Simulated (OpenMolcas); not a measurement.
Systems:
- [V(H2O)6]2+, a model complex in vacuum: octahedral, V–H2O 2.20 Å; shape imposed, not necessarily the one it adopts

Coordinates (Å) for ANO-RCC-VDZP on V, O and ANO-RCC-VDZ on H:

```xyz
19

V      0.0000     0.0000     0.0000
O      2.2020     0.0000     0.0000
H      2.7858     0.7747     0.0000
H      2.7858    -0.7747     0.0000
O     -2.2020     0.0000     0.0000
H     -2.7858     0.7747     0.0000
H     -2.7858    -0.7747     0.0000
O      0.0000     2.2020     0.0000
H      0.0000     2.7858     0.7747
H      0.0000     2.7858    -0.7747
O      0.0000    -2.2020     0.0000
H      0.0000    -2.7858     0.7747
H      0.0000    -2.7858    -0.7747
O      0.0000     0.0000     2.2020
H      0.7747     0.0000     2.7858
H     -0.7747     0.0000     2.7858
O      0.0000     0.0000    -2.2020
H      0.7747     0.0000    -2.7858
H     -0.7747     0.0000    -2.7858
```

Method: state-averaged CASSCF on the open d shell with SC-NEVPT2, ANO basis sets as named, scalar-relativistic DKH2, RICD, in OpenMolcas. State energies are spin-free and vertical. Orbital splittings and repulsion parameters are fits to the integrals of the highest spin's CASSCF orbitals. J levels and χT include spin-orbit coupling (RASSI on CASSCF energies). Times are rough, from shared cores.

```csv
case,ground state,first state of the same spin (cm⁻¹),first state of another spin (cm⁻¹),d-orbital splitting (cm⁻¹),Racah B (cm⁻¹),χT at 300 K (cm³ K/mol),basis functions,relative time
"ANO-RCC-VDZP on V, O and ANO-RCC-VDZ on H",quartet (⁴A₂ parentage),quartet (⁴T₂ parentage) 9700,doublet (²E parentage) 13700,9540,945,1.85,142,5
ANO-RCC-MB,quartet (⁴A₂ parentage),quartet (⁴T₂ parentage) 12020,doublet (²E parentage) 14740,11690,870,1.86,60,1
ANO-RCC-VDZ,quartet (⁴A₂ parentage),quartet (⁴T₂ parentage) 10040,doublet (²E parentage) 14260,9710,948,1.85,105,2
ANO-RCC-VTZP,quartet (⁴A₂ parentage),quartet (⁴T₂ parentage) 9720,doublet (²E parentage) 12890,9520,946,1.85,407,100
```

The minimal active space holds the metal's open shell only. Bond lengths were set by rule and not optimised; energies are vertical at this geometry. Gaps under about 300 cm⁻¹ between spin-free states are not resolved by the perturbation step.
